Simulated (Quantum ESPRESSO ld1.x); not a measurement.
Results of a calculation; reference values are marked as such.
Ni, configuration [Ar] 3d8 4s2. Code: ld1.x of Quantum ESPRESSO 7.5. Model: scalar-relativistic Kohn-Sham, BLYP, spin-unpolarised, spherical densities, point nucleus.

Normalised radial functions P(r) = r R(r), r in bohr:

| r | 2p | 3d | 4s |
|---|---|---|---|
| 0.006984 | 0.0312 | 0.0001 | 0.0500 |
| 0.009166 | 0.0514 | 0.0002 | 0.0611 |
| 0.01203 | 0.0841 | 0.0004 | 0.0730 |
| 0.01592 | 0.1381 | 0.0008 | 0.0848 |
| 0.0209 | 0.2202 | 0.0017 | 0.0937 |
| 0.02743 | 0.3445 | 0.0036 | 0.0968 |
| 0.036 | 0.5252 | 0.0075 | 0.0895 |
| 0.04725 | 0.7741 | 0.0154 | 0.0668 |
| 0.06203 | 1.0921 | 0.0307 | 0.0249 |
| 0.08141 | 1.4570 | 0.0590 | -0.0353 |
| 0.1069 | 1.8097 | 0.1089 | -0.1034 |
| 0.1403 | 2.0528 | 0.1910 | -0.1565 |
| 0.1841 | 2.0748 | 0.3146 | -0.1618 |
| 0.2417 | 1.8129 | 0.4808 | -0.0924 |
| 0.3172 | 1.3184 | 0.6732 | 0.0473 |
| 0.4164 | 0.7610 | 0.8525 | 0.2013 |
| 0.5465 | 0.3288 | 0.9649 | 0.2765 |
| 0.7173 | 0.0984 | 0.9666 | 0.1989 |
| 0.9416 | 0.0185 | 0.8584 | -0.0250 |
| 1.246 | 0.0018 | 0.6758 | -0.3168 |
| 1.635 | 0.0001 | 0.4806 | -0.5463 |
| 2.146 | 0.0000 | 0.3054 | -0.6434 |
| 2.817 | 0.0000 | 0.1701 | -0.5912 |
| 3.698 | 0.0000 | 0.0803 | -0.4341 |
| 4.854 | 0.0000 | 0.0305 | -0.2510 |
| 6.371 | 0.0000 | 0.0087 | -0.1091 |
| 8.363 | 0.0000 | 0.0017 | -0.0334 |

2p: eigenvalue -845.03 eV, 0 radial nodes, <r> = 0.215 bohr, 90 % of the charge inside 0.352 bohr. 3d: eigenvalue -8.779 eV, 0 radial nodes, <r> = 1.01 bohr, 90 % of the charge inside 1.79 bohr. 4s: eigenvalue -5.601 eV, 3 radial nodes at r = 0.0700, 0.292, 0.918 bohr, <r> = 2.81 bohr, 90 % of the charge inside 4.34 bohr.
